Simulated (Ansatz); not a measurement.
The cluster Si2Ni3⁺: single points at one geometry.

```yaml
crystal:
  periodic: [false, false, false]
  atoms:
    - {symbol: Ni, position_ang: [-0.752327, 0.923375, -0.696880]}
    - {symbol: Ni, position_ang: [0.742129, 1.160914, 1.020702]}
    - {symbol: Ni, position_ang: [-0.585950, -1.352593, -0.876038]}
    - {symbol: Si, position_ang: [-0.628872, -0.498538, 1.100977]}
    - {symbol: Si, position_ang: [1.225020, -0.233157, -0.548762]}
basis:
  gaussian: {orbitals: def2-TZVP, initial_orbitals: start.molden}
total_charge: 1
magnetization: {spin_polarized: true, initial_magnetization: 1}
hamiltonian: {xc: {name: B3LYP}, dispersion: d4}
scf: {omitted_lower_state_checks: [starts]}
output: {orbitals: {seedname: orbitals}}
```

The file start.molden holds the orbitals of an earlier run on this structure, at another level or in another basis.

```sh
$ ansatz run in.yaml --threads 4 --pin off --events-out ev --progress --plain --max-ram 4787MiB
```

It prints (some lines left out):

```
Functional definition: B3LYP
1750 factors; integrals over basis functions are off by at most 6.5e-4 eV
mean field evaluation 1: about -138884.8458 eV, gradient 4.9e0 eV
mean field evaluation 2: about -138884.9460 eV, gradient 1.9e-1 eV
mean field evaluation 4: about -138885.2054 eV, gradient 1.1e-1 eV
mean field evaluation 8: about -138885.2063 eV, gradient 6.9e-4 eV
mean field evaluation 16: about -138885.2063 eV, gradient 1.1e-5 eV
mean field -138885.20633114 eV, -5103.9371928953 hartree, gradient 1.3e-5 eV, S^2 1.266800; 0 other end points of the search recorded, 0 dependent functions left out
reference -138885.20656393 eV, -5103.9372014503 hartree; 56, 55 occupied and 153, 154 virtual orbitals, 1750 factors
Total energy: -138885.68999703 eV, -5103.9549672889 hartree
Checks for a lower state left out: starts
```

Hardware: 4 threads of Arm Neoverse V2 on a shared host. Wall time 26 s, peak host memory 1.1 GiB.

As the first input, with `hamiltonian: {xc: pbe0, dispersion: d4}` (abridged; 71 s):

```
Functional definition: PBE0
mean field evaluation 16: about -138854.5058 eV, gradient 5.6e-2 eV
mean field evaluation 32: about -138854.5059 eV, gradient 2.6e-6 eV
mean field -138854.50586524 eV, -5102.8089715829 hartree, gradient 3.0e-6 eV, S^2 1.522931
Total energy: -138854.74696271 eV, -5102.8178317516 hartree
Checks for a lower state left out: starts
```

Geometry: r2SCAN-D4/def2-SVP.

B3LYP takes the VWN-RPA correlation. At B3LYP-D4/def2-TZVP, PBE0-D4/def2-TZVP the charge 1 doublet is spin-contaminated (final ⟨S²⟩ up to 1.52, 0.75 for a pure state). No other spin state of charge 1 was run. The geometry of the doublet was relaxed on an unsound state (⟨S²⟩ 1.20, where a pure state has 0.75). The structure comes from a short search, and lower isomers may exist.
